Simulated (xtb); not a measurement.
YF₃, SMILES [F][Y]([F])[F]. All values are semi-empirical tight-binding results from xtb (GFN2-xTB unless named), good for trends rather than for accurate numbers. Geometry optimised at GFN2-xTB. The isomer is the one that the SMILES or the coordinates give; other isomers of the formula were not compared.

Optimised geometry:

Bond lengths (Å): Y1–F2 1.882, Y1–F3 1.882, Y1–F4 1.882. Bond angles (°): F2–Y1–F3 101.5, F2–Y1–F4 101.5, F3–Y1–F4 101.5.
Charge 0, spin multiplicity 1.

For metal compounds this method's bond lengths and energies can be far off.

```json
{
 "point_group_as_xtb_finds_it": "C3v",
 "orbital_gap": "2.51 eV",
 "zero_point_energy": "2.2 kcal/mol",
 "G − E(el) at 298.15 K (modified RRHO)": "-16.2 kcal/mol"
}
```

Computed atomic charges and the Wiberg bond orders between heavy atoms:
charges (e) Y1 0.73, F2 -0.24, F3 -0.24, F4 -0.24. Bond orders Y1–F2 1.06, Y1–F3 1.06, Y1–F4 1.06.
